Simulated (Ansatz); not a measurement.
Name a neutral molecule of B, Br, C, O, Si and H with LUMO energy (ωB97M-V/def2-TZVPP) between 1.30 and 1.60 eV and HOMO–LUMO gap (PBE/def2-TZVPP) between 5.45 and 5.75 eV (Ansatz, PBE0-D4/def2-TZVP geometry).

`BOC[SiH2]Br` (1.35 eV, 5.62 eV). Other molecules can fit too; these were computed, each in one conformer that needn't be the lowest.
